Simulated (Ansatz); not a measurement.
**Ligand exchange: CuBr + C4H10 → CuH + C4H9Br**

Species: CuBr (copper(i) bromide), singlet; C4H10 `CCCC`, singlet; CuH, singlet; C4H9Br (1-bromobutane) `CCCCBr`, singlet. The partners trade Br for H: Cu–Br and C–H bonds give way to Cu–H and C–Br.

Shapes, held fixed at every level: PBE0-D4/def2-TZVP. Flexible molecules stand in one conformer, not always the lowest. Programs: Ansatz 0.2.0. The zero-point and thermal change to 298 K, harmonic and unscaled (PBE0-D4/def2-TZVP), is -12.4 kJ/mol.

(1) Estimate ΔH(298 K) of this reaction.

Results:

(1) wB97X-V/def2-TZVPP gives ΔH(298 K) = +193.1 kJ/mol; the levels span +153.6 to +250.2. The median of the levels is +190.5. No measured value is set beside it here. Relativity is left out for Br, Cu.

```tsv
level	kind	ΔH(298 K) (kJ/mol)
HF/def2-TZVPP	Hartree–Fock	+250.2
SPW92/def2-TZVPP	LDA	+153.6
PBE-D4/def2-TZVPP	GGA	+161.9
BHLYP-D4/def2-TZVPP	global hybrid	+207.5
PBE0-D4/def2-TZVPP	global hybrid	+186.1
r2SCAN0-D4/def2-TZVPP	global hybrid	+196.8
wB97M-V/def2-TZVPP	range-separated hybrid	+188.0
wB97X-V/def2-TZVPP	range-separated hybrid	+193.1
```
